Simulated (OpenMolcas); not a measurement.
## Setting up GaGeH5 (SMILES [GaH2][GeH3]) in OpenMolcas

The species is GaGeH5 (7 atoms), meant as a singlet with charge 0. As SMILES, `[GaH2][GeH3]`. Geometry: relaxed at PBE0-D4/def2-TZVP.

```xyz
7

Ga   -0.3665   -1.3596    0.1114
Ge    0.2778    0.9879   -0.1074
H     0.5299   -2.3543    0.9350
H    -1.6930   -1.8917   -0.5428
H    -0.3075    1.6573   -1.3646
H    -0.2461    1.7798    1.1091
H     1.8055    1.1806   -0.1406
```

Settings wanted:

* method: MP2
* reference: RHF
* relativity: none
* symmetry: none
* basis set: def2-SVPD
* task: energy
* frozen core orbitals: 18
* nucleus: point
* SCF convergence threshold: 1e-10

Question: Give an OpenMolcas 26.06 job that does this.

Answer: One that was run (others would do as well):

calc.input:
```
&GATEWAY
 BASLIB
 $CurrDir
 COORD
 7
 angstrom
 Ga      -0.366500      -1.359600       0.111400
 Ge       0.277800       0.987900      -0.107400
 H        0.529900      -2.354300       0.935000
 H       -1.693000      -1.891700      -0.542800
 H       -0.307500       1.657300      -1.364600
 H       -0.246100       1.779800       1.109100
 H        1.805500       1.180600      -0.140600
 BASIS
 def2-SVPD
 GROUP
 NoSym

&SEWARD

&SCF
 THRESHOLDS
 1e-10 1e-07 1e-07 1e-05
 PRORBITALS
 1 1

&MBPT2
 FROZEN
 18
```

```bash
$ export MOLCAS_MEM=1860
$ pymolcas calc.input > calc.log
```

(Basis files named in the input come from the Basis Set Exchange and aren't shown.)

Calculated total energy: -4001.46283 Eh.
